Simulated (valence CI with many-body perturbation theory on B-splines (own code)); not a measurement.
## Cu XXIII: electric-dipole lines

Level of theory: valence CI with perturbative core correlation (CI+MBPT): five valence electrons over a frozen Dirac-Fock core [He], radial functions for each j: 9 s, 9 p, 8 d, 6 f, 3 g, 1 h, with the one-electron correlation potential Σ1, the two-electron term Σ2, the three-electron term Σ3, Breit, model QED; selected CI, second order for the rest (own B-spline code, finite nucleus).

No measured spectrum was set against this ion. As an estimate, levels of excited configurations hold to 0.05 to 0.15 % of their energy, terms of the ground configuration to about 0.5 %. Among the levels kept, up to 2100 cm⁻¹ of a level comes from second order outside the variational space, and about a tenth of that is noise between levels of different J, which matters for small intervals.

Lines 201 to 250 of 284 in falling wavelength, among levels below 94.354 Ry, chosen from the strongest by gf and those to the six lowest levels. Wavelengths and rates use the calculated energies, so an error of 800 cm⁻¹ moves a line at 10.30 Å by 0.0082 % and its rate by three times that or more. Electric multipoles are in the length gauge, E1 and E2 with the static RPA response of the core. Weak lines are less certain than strong ones. Lines between different terms over intervals too small for the method are left out, as are lines whose strength nearly cancels. Where a level lies close to another of its J and parity, the split of strength between their lines is uncertain. The highest levels of a list are the least certain.

Names give the largest LS component (configuration and term), which can be under half, so a name can repeat, a term be missing and a line seem to break the LS rules; names also repeat where a configuration has a term twice. Letters in brackets count levels of one name in rising energy.

| λ vac (Å) | Upper | Lower | A (s⁻¹) | log gf | Branch % |
| --- | --- | --- | --- | --- | --- |
| 10.30 | 2s2p³3p ⁶P_5/2 | 2s²2p³ ²P°_3/2 | 1.42e+10 | -2.87 | 1.5 |
| 10.29 | 2s²2p²3d ²P_3/2 [a] | 2s²2p³ ²D°_5/2 | 1.16e+12 | -1.13 | 16.5 |
| 10.28 | 2s²2p²3d ⁴F_7/2 | 2s²2p³ ²D°_5/2 | 6.60e+11 | -1.08 | 99.5 |
| 10.28 | 2s²2p²3d ⁴P_3/2 | 2s²2p³ ²P°_1/2 | 8.90e+10 | -2.25 | 0.3 |
| 10.28 | 2s²2p²3d ⁴F_5/2 [b] | 2s²2p³ ²D°_5/2 | 1.26e+11 | -1.92 | 2.6 |
| 10.27 | 2s²2p²3d ⁴P_1/2 | 2s²2p³ ²P°_1/2 | 1.52e+12 | -1.32 | 4.6 |
| 10.26 | 2s²2p²3d ²P_1/2 [a] | 2s²2p³ ²P°_1/2 | 1.57e+13 | -0.30 | 68.2 |
| 10.24 | 2s²2p²3d ⁴D_3/2 | 2s²2p³ ²D°_5/2 | 1.60e+11 | -2.00 | 1.5 |
| 10.24 | 2s²2p²3d ²F_7/2 [a] | 2s²2p³ ²D°_5/2 | 3.03e+10 | -2.42 | 88.4 |
| 10.24 | 2s²2p²3d ²F_5/2 | 2s²2p³ ²D°_5/2 | 1.04e+12 | -1.01 | 6.0 |
| 10.23 | 2s²2p²3d ²D_3/2 [a] | 2s²2p³ ²P°_1/2 | 1.81e+13 | 0.06 | 85.0 |
| 10.23 | 2s²2p²3d ²D_3/2 [b] | 2s²2p³ ²P°_3/2 | 6.82e+11 | -1.37 | 2.5 |
| 10.23 | 2s²2p²3d ²P_3/2 [a] | 2s²2p³ ²D°_3/2 | 2.89e+11 | -1.74 | 4.1 |
| 10.23 | 2s²2p²3d ²D_5/2 [b] | 2s²2p³ ²P°_3/2 | 1.12e+12 | -0.98 | 3.6 |
| 10.22 | 2s²2p²3d ⁴F_5/2 [b] | 2s²2p³ ²D°_3/2 | 9.76e+10 | -2.04 | 2.0 |
| 10.22 | 2s²2p²3d ²P_1/2 [b] | 2s²2p³ ²P°_3/2 | 2.59e+11 | -2.09 | 1.4 |
| 10.22 | 2s²2p²3d ⁴D_1/2 | 2s²2p³ ²D°_3/2 | 7.33e+11 | -1.64 | 24.0 |
| 10.20 | 2s2p³3p ⁴P_3/2 | 2s²2p³ ²P°_3/2 | 2.48e+10 | -2.81 | 0.3 |
| 10.19 | 2s2p³3p ⁴P_5/2 | 2s²2p³ ²P°_3/2 | 1.48e+11 | -1.86 | 1.8 |
| 10.19 | 2s²2p²3d ⁴D_5/2 | 2s²2p³ ²D°_5/2 | 5.82e+12 | -0.26 | 24.3 |
| 10.19 | 2s2p³3p ⁶P_3/2 | 2s²2p³ ²P°_1/2 | 1.94e+10 | -2.92 | 8.6 |
| 10.18 | 2s²2p²3d ⁴F_3/2 | 2s²2p³ ⁴S°_3/2 | 2.18e+12 | -0.87 | 65.8 |
| 10.18 | 2s²2p²3d ⁴D_3/2 | 2s²2p³ ²D°_3/2 | 9.05e+12 | -0.25 | 83.3 |
| 10.18 | 2s²2p²3d ⁴P_3/2 | 2s²2p³ ²D°_5/2 | 2.34e+12 | -0.84 | 6.9 |
| 10.18 | 2s²2p²3d ²F_5/2 | 2s²2p³ ²D°_3/2 | 6.55e+12 | -0.21 | 38.1 |
| 10.17 | 2s²2p²3d ²S_1/2 | 2s²2p³ ²P°_3/2 | 1.50e+13 | -0.33 | 58.8 |
| 10.16 | 2s²2p²3d ²P_3/2 [b] | 2s²2p³ ²P°_3/2 | 2.54e+13 | 0.20 | 83.2 |
| 10.15 | 2s²2p²3d ²D_5/2 [c] | 2s²2p³ ²P°_3/2 | 2.68e+13 | 0.39 | 88.2 |
| 10.15 | 2s²2p²3d ⁴F_5/2 [a] | 2s²2p³ ⁴S°_3/2 | 8.06e+12 | -0.13 | 88.3 |
| 10.14 | 2s²2p²3d ²F_7/2 [b] | 2s²2p³ ²D°_5/2 | 1.92e+13 | 0.37 | 100.0 |
| 10.13 | 2s²2p²3d ²D_5/2 [a] | 2s²2p³ ²D°_5/2 | 6.66e+12 | -0.21 | 16.3 |
| 10.13 | 2s²2p²3d ⁴D_5/2 | 2s²2p³ ²D°_3/2 | 4.89e+10 | -2.35 | 0.2 |
| 10.13 | 2s²2p²3d ²D_3/2 [a] | 2s²2p³ ²D°_5/2 | 1.47e+12 | -1.04 | 6.9 |
| 10.12 | 2s²2p²3d ⁴P_3/2 | 2s²2p³ ²D°_3/2 | 2.62e+11 | -1.79 | 0.8 |
| 10.11 | 2s²2p²3d ⁴P_1/2 | 2s²2p³ ²D°_3/2 | 5.74e+11 | -1.76 | 1.7 |
| 10.11 | 2s²2p²3d ²D_3/2 [b] | 2s²2p³ ²P°_1/2 | 2.74e+12 | -0.77 | 9.9 |
| 10.09 | 2s²2p²3d ²P_1/2 [b] | 2s²2p³ ²P°_1/2 | 7.50e+12 | -0.64 | 39.1 |
| 10.09 | 2s2p³3p ⁶P_3/2 | 2s²2p³ ²D°_5/2 | 3.22e+10 | -2.71 | 14.3 |
| 10.08 | 2s2p³3p ⁶P_5/2 | 2s²2p³ ²D°_5/2 | 2.79e+10 | -2.59 | 3.0 |
| 10.07 | 2s²2p²3d ²D_5/2 [a] | 2s²2p³ ²D°_3/2 | 2.99e+13 | 0.44 | 73.3 |
| 10.07 | 2s²2p²3d ²D_3/2 [a] | 2s²2p³ ²D°_3/2 | 1.69e+11 | -1.99 | 0.8 |
| 10.06 | 2s2p³3p ⁴P_1/2 | 2s²2p³ ²P°_1/2 | 4.43e+10 | -2.87 | 0.6 |
| 10.05 | 2s²2p²3d ²P_3/2 [a] | 2s²2p³ ⁴S°_3/2 | 4.26e+12 | -0.59 | 60.6 |
| 10.05 | 2s2p³3p ⁶P_7/2 [a] | 2s²2p³ ²D°_5/2 | 1.31e+12 | -0.80 | 99.7 |
| 10.05 | 2s²2p²3d ²S_1/2 | 2s²2p³ ²P°_1/2 | 1.03e+12 | -1.51 | 4.0 |
| 10.04 | 2s²2p²3d ⁴F_5/2 [b] | 2s²2p³ ⁴S°_3/2 | 4.54e+12 | -0.39 | 94.8 |
| 10.04 | 2s2p³3p ⁶P_7/2 [b] | 2s²2p³ ²D°_5/2 | 1.11e+12 | -0.87 | 99.6 |
| 10.04 | 2s²2p²3d ⁴D_1/2 | 2s²2p³ ⁴S°_3/2 | 1.14e+12 | -1.46 | 37.4 |
| 10.04 | 2s²2p²3d ²P_3/2 [b] | 2s²2p³ ²P°_1/2 | 2.45e+12 | -0.83 | 8.0 |
| 10.03 | 2s2p³3p ⁶P_3/2 | 2s²2p³ ²D°_3/2 | 6.27e+10 | -2.42 | 27.8 |
